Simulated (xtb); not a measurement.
C2HCl3, charge -1, doublet, geometry from GFN2-xTB (a state made from the parent by changing its charge; the spin is typed, not shown lowest). Base run: GFN2-xTB (xtb).

Geometry (Å):
```xyz
6

Cl     2.2261     0.5536     0.1546
C      0.9695    -0.6191    -0.0621
C     -0.2693    -0.3578     0.3682
Cl    -1.1270     1.4927    -0.3372
Cl    -1.4250    -1.6111     0.1044
H      1.3392    -1.5368    -0.5081
```
Charge -1, spin multiplicity 2.
All else is at xtb's defaults.
Base energy -18.59455 Eh.

The base run was repeated with changes; each row names its change, and settings that it needs were set with it.

| change | ΔE vs base (kJ/mol) | G_solv (kcal/mol) | SCF cycles |
|---|---|---|---|
| base | 0.00 | - | 16 |
| alpb = toluene | -182.9 | -43.97 | 15 |
| acc = 1000 | 0.18 | - | 7 |
| gbsa = chcl3 | -202.3 | -49.06 | 15 |
| alpb = acetonitrile | -202.8 | -48.92 | 15 |
| alpb = dmso | -201.5 | -48.54 | 15 |
| file = coord | 0.00 | - | 16 |

ALPB and GBSA are two models with their own fitted parameters for each solvent, which aren't always the measured dielectric constant.
